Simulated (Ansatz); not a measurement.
Energy difference R1 + R2 → P1, each structure at its B3LYP-D3(BJ)/def2-TZVP stationary point, reached from a drawn start (curvature not checked).
R1: C atom, charge 0, multiplicity 3.
P1, CH2O (SMILES C=O) (charge 0, multiplicity 1):
```xyz
4

O      0.00000     0.00000     1.19296
C      0.00000     0.00000    -0.00589
H      0.00000     0.93875    -0.59353
H      0.00000    -0.93875    -0.59353
```
R2, H2O (SMILES O) (charge 0, multiplicity 1):
```xyz
3

O      0.0000     0.0000     0.3896
H      0.0000     0.7650    -0.1949
H      0.0000    -0.7650    -0.1949
```

P less R. No zero-point or thermal terms; singlets are restricted closed shells; open shells are unrestricted; no spin–orbit coupling.

Correlated levels freeze the cores. CBS: X⁻³ extrapolation of the correlation energy, Hartree–Fock from the larger set.

The values were computed with Ansatz (Gaussian orbitals). All values are computed, each at the level named.

PBE/def2-TZVPP gives -639.9 kJ/mol for the reaction energy.

**Question.** Where do these levels fall relative to PBE: r2SCAN/def2-TZVPP, B3LYP/def2-TZVPP, wB97M-V/def2-TZVPP, B2PLYP/def2-TZVPP, MP2/CBS(cc-pVTZ, cc-pVQZ), CCSD(T)/CBS(cc-pVTZ, cc-pVQZ).

**Answer.** r2SCAN/def2-TZVPP 35.4; B3LYP/def2-TZVPP 38.9; wB97M-V/def2-TZVPP 39.1; B2PLYP/def2-TZVPP 40.8; MP2/CBS(cc-pVTZ, cc-pVQZ) 27.8; CCSD(T)/CBS(cc-pVTZ, cc-pVQZ) 51.1 kJ/mol. 6 of 6 lie above PBE; the widest gap is to CCSD(T)/CBS(cc-pVTZ, cc-pVQZ).

Ansatz is a program for electronic structure.
